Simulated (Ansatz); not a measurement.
Species: C2H9N2Si, charge -1, multiplicity 1. It need not be the lowest isomer of its formula. Whether it binds its extra electron was not tested at this geometry. 
Coordinates optimised at B3LYP-D3(BJ)/def2-TZVP (Ansatz, an electronic-structure program):
SMILES: C[Si](C)([NH-])N
```xyz
14

Si    -0.0738    -0.0856     0.1461
C      1.4973    -0.9475    -0.4950
C     -1.0746     0.3183    -1.4522
N     -0.7524    -1.0272     1.3209
N      0.4797     1.5804     0.5700
H      2.2125    -1.0748     0.3228
H      1.9839    -0.3639    -1.2827
H      1.2638    -1.9414    -0.8878
H     -2.0098     0.8333    -1.2040
H     -1.3424    -0.6068    -1.9713
H     -0.5162     0.9510    -2.1531
H     -1.6091    -0.6785     1.7432
H      0.5796     1.6766     1.5744
H     -0.1563     2.3067     0.2605
```
Charge -1, spin multiplicity 1.

Basis-set convergence of Hartree-Fock and CCSD(T) correlation energies (hartree) with Ansatz. Valence correlation only, unless marked. No spin-orbit coupling. No relativistic terms. This anion needs diffuse functions, which these sets lack.

```json
[
 {"basis": "cc-pV(D+d)Z", "functions": "124", "E(HF)": "-478.84096", "E(corr, CCSD(T))": "-0.83035"},
 {"basis": "cc-pV(T+d)Z", "functions": "285", "E(HF)": "-478.93211", "E(corr, CCSD(T))": "-1.01818"},
 {"basis": "cc-pV(Q+d)Z", "functions": "554", "E(HF)": "(withheld)", "E(corr, CCSD(T))": "(withheld)"}
]
```

Question: Some entries are withheld; supply them.

Answer: 
- cc-pV(Q+d)Z, E(HF): -478.95407
- cc-pV(Q+d)Z, E(corr, CCSD(T)): -1.07683
